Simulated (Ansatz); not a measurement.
```yaml
crystal:
  periodic: [false, false, false]
  atoms:
    - {symbol: N, position_ang: [0.692397, -0.033522, 2.493125]}
    - {symbol: C, position_ang: [0.590222, -0.600589, 1.496948]}
    - {symbol: C, position_ang: [0.424448, -1.228679, 0.201947]}
    - {symbol: B, position_ang: [-0.168285, -0.283331, -0.914124]}
    - {symbol: Ga, position_ang: [-0.665015, 1.706654, -0.557018]}
    - {symbol: H, position_ang: [-0.220474, -2.113032, 0.293363]}
    - {symbol: H, position_ang: [1.387770, -1.622385, -0.149768]}
    - {symbol: H, position_ang: [-0.306696, -0.809320, -1.983715]}
    - {symbol: H, position_ang: [-2.110118, 2.121232, -0.097755]}
    - {symbol: H, position_ang: [0.375761, 2.862973, -0.783001]}
basis:
  gaussian: {orbitals: def2-TZVP}
magnetization: {spin_polarized: true, initial_magnetization: 4}
hamiltonian: {xc: {name: HSE06}, dispersion: d3bj}
accuracy: high
output: {forces: true}
```

```sh
$ ansatz run in.yaml --threads 4 --pin off --events-out ev --progress --plain --max-ram 10444MiB
```

Output, abridged:

```
Functional definition: HSE06
3542 factors; integrals over basis functions are off by at most 6.5e-9 eV
125 factors; integrals over basis functions are off by at most 1.3e-9 eV
mean field evaluation 1: about -56657.0119 eV, gradient 5.5e1 eV
mean field evaluation 2: about -56274.5625 eV, gradient 1.7e2 eV
mean field evaluation 4: about -56649.4449 eV, gradient 5.2e1 eV
mean field evaluation 8: about -56679.1683 eV, gradient 1.8e0 eV
mean field evaluation 16: about -56679.2540 eV, gradient 4.6e-3 eV
mean field evaluation 32: about -56679.2540 eV, gradient 2.0e-6 eV
mean field -56679.25396939 eV, -2082.9241647968 hartree, gradient 6.3e-8 eV, S^2 6.013683; 7 other end points of the search recorded, 0 dependent functions left out
reference -56679.25397417 eV, -2082.9241649725 hartree; 32, 28 occupied and 170, 174 virtual orbitals, 3542 factors
Total energy: -56679.40200418 eV, -2082.9296049753 hartree
Atom 0 at     0.692397    -0.033522     2.493125 Å, force     0.025759     0.011455     0.107641 eV/Å
Atom 1 at     0.590222    -0.600589     1.496948 Å, force     0.054043    -0.225613    -0.048115 eV/Å
Atom 2 at     0.424448    -1.228679     0.201947 Å, force     0.134914     0.253910     0.701152 eV/Å
Atom 3 at    -0.168285    -0.283331    -0.914124 Å, force     0.454358    -1.930286    -0.418711 eV/Å
Atom 4 at    -0.665015     1.706654    -0.557018 Å, force     0.346607    -1.547059    -0.418709 eV/Å
Atom 5 at    -0.220474    -2.113032     0.293363 Å, force    -0.153997     0.109374     0.128695 eV/Å
Atom 6 at     1.387770    -1.622385    -0.149768 Å, force     0.110722     0.183465     0.064119 eV/Å
Atom 7 at    -0.306696    -0.809320    -1.983715 Å, force    -0.422609     0.965673    -0.483161 eV/Å
Atom 8 at    -2.110118     2.121232    -0.097755 Å, force    -0.909098     0.900108     0.358547 eV/Å
Atom 9 at     0.375761     2.862973    -0.783001 Å, force     0.359302     1.278971     0.008542 eV/Å
Dipole moment:    -0.248752     0.307331    -0.577699 e Å
```

Task: What is wrong with this run?

Result: The spin is set far too high for this molecule. Self-consistency was reached. The result belongs to that input, not to the molecule as meant.

HSE06 is defined as in plane-wave codes.
